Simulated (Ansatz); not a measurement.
Reaction (silylene formation by 1,1-elimination): `O[SiH](F)[SiH](Cl)Cl` → `O[SiH](Cl)Cl` + `F[SiH]`

Calculated with Ansatz (gas phase, PBE0-D4/def2-TZVP geometries, no zero-point term in ΔE). CBS: MP2 limit from def2 TZ/QZ plus the TZ coupled-cluster correction, frozen cores. This one scheme is used for every species. Functionals use def2-TZVPP. Each species was taken in one conformer, which may not be the lowest.

`O[SiH](F)[SiH](Cl)Cl`:

```xyz
9

O     0.168   -1.582   -1.211
Si    0.765   -0.820    0.099
F     2.249   -0.286   -0.161
Si   -0.560    1.072    0.530
Cl   -2.237    0.501    1.561
Cl   -1.112    1.776   -1.328
H    -0.154   -1.046   -1.940
H     0.826   -1.815    1.188
H     0.055    2.201    1.262
```

`O[SiH](Cl)Cl`:

Cartesian coordinates in Å:
```
O -0.586 1.203 -0.076
Si 0.256 -0.148 0.230
Cl 1.415 -0.673 -1.366
Cl -0.987 -1.719 0.626
H -1.202 1.217 -0.811
H 1.105 0.120 1.395
```

`F[SiH]`:

Z-matrix (Å, degrees):
```
Si
F 1 1.612
H 1 1.541 2 96.3
```

| level | ΔE (eV) |
| --- | --- |
| PBE-D4 | 2.10 |
| r2SCANh-D4 | 2.21 |
| r2SCAN0-D4 | 2.22 |
| PBE | 1.99 |
| BLYP | 1.66 |
| r2SCAN0 | 2.19 |
| HF/def2-SVP | 1.73 |
| CCSD/def2-TZVPP | 1.87 |

(1) What does CCSD(T)/CBS give? (An estimate is asked.)

Largest T1 diagnostic among the species: 0.015.

Answers

(1) The calculation gave: +1.99 eV. The listed levels differ from it by 0.11, 0.22, 0.23, 0.00, -0.33, 0.20, -0.26, -0.12 eV.

In def2-TZVPP, CCSD(T) changes the Hartree–Fock value by +0.13 eV (the triples alone add +0.04 eV) and MP2 by +0.26 eV. Leaving LDA and LC-ωPBE aside and taking each functional with its dispersion term where it has one, the values, not all of them listed here, spread over 0.36 eV, from ωB97M-V to r2SCAN0-D4. LDA lies +0.31 eV from PBE without D4. From BLYP to BHLYP (50 % exact exchange), in def2-TZVPP and without D4, ΔE moves by +0.25 eV.
